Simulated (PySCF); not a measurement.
**Sr²⁹⁺: ionisation energy**

Sr²⁹⁺ [He] 2s2 2p5 (2P) → Sr³⁰⁺ [He] 2s2 2p4 (3P), as a difference of total energies. Computed with PySCF 2.14 in an uncontracted even-tempered set (20 s from 8.7 bohr⁻², ratio 2.2; 12 p from 11 bohr⁻², ratio 2.2; 6 d from 52 bohr⁻², ratio 2.4; 5 f from 77 bohr⁻², ratio 2.4; 4 g from 120 bohr⁻², ratio 2.4), with scalar relativity by spin-free X2C-1e. Correlated levels: nothing frozen; virtual orbitals above 40 to 60 times the deepest correlated orbital energy dropped. The calculations carry no spin-orbit coupling.

```json
{"method": "UHF", "ionisation energy (eV)": "3513.8"}
{"method": "LDA", "ionisation energy (eV)": "3512.8"}
{"method": "PBE", "ionisation energy (eV)": "3514.2"}
{"method": "PBE0", "ionisation energy (eV)": "3514.6"}
{"method": "r2SCAN", "ionisation energy (eV)": "3516.6"}
{"method": "TPSSh", "ionisation energy (eV)": "3514.3"}
{"method": "MN15", "ionisation energy (eV)": "3517.0"}
{"method": "MP2 (all electrons)", "ionisation energy (eV)": "3515.4"}
{"method": "SCS-MP2 (all electrons)", "ionisation energy (eV)": "3515.4"}
```

Spin-orbit coupling is strong in these open shells (close to jj coupling). The scalar numbers leave it out and a first-order estimate fails, so it can dominate the gap to the real levels.

For this ion Breit and QED terms and the two-electron picture change, all absent here, outweigh the differences among the correlated methods.

For comparison: 3497 ± 6 eV (semi-empirical (NIST evaluation); NIST Atomic Spectra Database, ionization energies).
